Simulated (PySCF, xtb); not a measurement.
C2H6N, SMILES C[NH+]=C, charge +1. Atoms are numbered in the order given.

```xyz
9

C     -0.2322    -1.2380     0.0000
N      0.4102    -0.1306     0.0000
C     -0.1693     1.2142     0.0000
H     -1.3247    -1.2271     0.0000
H      0.3183    -2.1811     0.0000
H      1.4374    -0.1720     0.0000
H      0.1842     1.7466     0.8939
H     -1.2617     1.1438     0.0000
H      0.1842     1.7466    -0.8939
```
Charge +1, spin multiplicity 1.

Geometry optimised at PBE-D3(BJ)/def2-TZVP. The isomer is the one that the SMILES or the coordinates give; other isomers of the formula were not compared.

Method: C-PCM-M06-2X/def2-SVP run with PySCF.

The values are the electrostatic part of the solvation free energy, E(continuum) − E(gas) at the gas-phase geometry, in a cavity of scaled van der Waals radii (PySCF's table); cavitation and dispersion terms are not included. In vacuum the orbital gap is 10.60 eV.

| solvent | ε | ΔG(elec) (kcal/mol) | gap (eV) |
|---|---|---|---|
| water | 78.36 | -65.1 | 10.75 |
| ethanol | 24.85 | -63.3 | 10.74 |
| benzene | 2.27 | -36.8 | 10.68 |

For comparison, GFN2-xTB/ALPB(water) (xtb, at the GFN2-xTB geometry, all terms of that model) gives -65.2 kcal/mol.
